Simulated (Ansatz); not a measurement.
Basis sets compared for GeEtH3 (C₂H₈Ge). Charge 0, multiplicity 1. Geometry B3LYP-D4/def2-SVP. Ansatz on 2 threads of Intel Xeon 6975P-C on a shared host; times are rough, and most runs start from earlier orbitals.

```xyz
11

C    -0.193   -0.479    0.533
C     0.541   -1.215   -0.593
Ge   -0.385    1.461    0.212
H    -1.204   -0.894    0.677
H     0.335   -0.605    1.493
H     0.635   -2.293   -0.378
H     0.010   -1.118   -1.554
H     1.560   -0.820   -0.741
H    -1.111    1.704   -1.131
H     1.008    2.127    0.138
H    -1.195    2.131    1.344
```

Another isomer (singlet) lies 0.39 eV lower at PBE0-D4/def2-TZVP; other spin states weren't run for this one.

Binding counts from free atoms (C triplet, Ge triplet, H doublet) in the same basis, without a counterpoise term.

```csv
level,functions,energy (Eh),HOMO (eV),LUMO (eV),binding per atom (eV),wall time
HF/STO-3G,36,-2131.2378,-9.61,12.86,3.64,0.15 s
PBE-D4/def2-SVP,100,-2157.2607,-7.00,0.42,3.53,0.7 s
PBE0-D4/def2-SVP,100,-2157.3405,-8.27,1.23,3.52,0.8 s
```

Estimate the rows for HF/def2-TZVP, PBE-D4/def2-TZVP (with forces), PBE0-D4/def2-TZVP.


```tsv
level	functions	energy (Eh)	HOMO (eV)	LUMO (eV)	binding per atom (eV)	wall time
HF/def2-TZVP	158	-2155.7792	-11.18	3.41	2.66	0.85 s
PBE-D4/def2-TZVP (with forces)	158	-2157.6118	-7.05	0.02	3.52	1.3 s
PBE0-D4/def2-TZVP	158	-2157.6870	-8.26	0.80	3.49	1.6 s
```
